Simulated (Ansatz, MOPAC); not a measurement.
Molecule: SiClF2, net charge 1, singlet state. SMILES of the parent species: F[Si](F)Cl

Atoms: Si1, F2, F3, Cl4. Bonds: Si1-F2, Si1-F3, Si1-Cl4.

Bond lengths (Å) and angles (degrees) optimised at PM3 with MOPAC; PM7 with MOPAC; B3LYP/LANL2DZ with Ansatz (a program for electronic structure); MP2/6-31G* with Ansatz, each started from the B3LYP-D3(BJ)/def2-TZVP structure (Ansatz) of the last column. A row stands for all coordinates that are equal there. 6-31G* holds six Cartesian d functions. No wavenumbers were computed at B3LYP/LANL2DZ, MP2/6-31G*, so these may be saddle points.

```csv
coordinate,PM3,PM7,B3LYP/LANL2DZ,MP2/6-31G*,B3LYP-D3(BJ)/def2-TZVP
Si1-F2,1.531,1.516,1.617,1.552,1.532
Si1-Cl4,1.901,1.877,2.056,1.925,1.929
F2-Si1-F3,117.1,114.6,114.9,116.3,115.9
F2-Si1-Cl4,121.5,122.7,122.5,121.9,122.1
```

Mean signed difference of all 3 bond lengths from B3LYP-D3(BJ)/def2-TZVP: PM3 -0.010 Å, PM7 -0.028 Å, B3LYP/LANL2DZ 0.099 Å, MP2/6-31G* 0.012 Å.
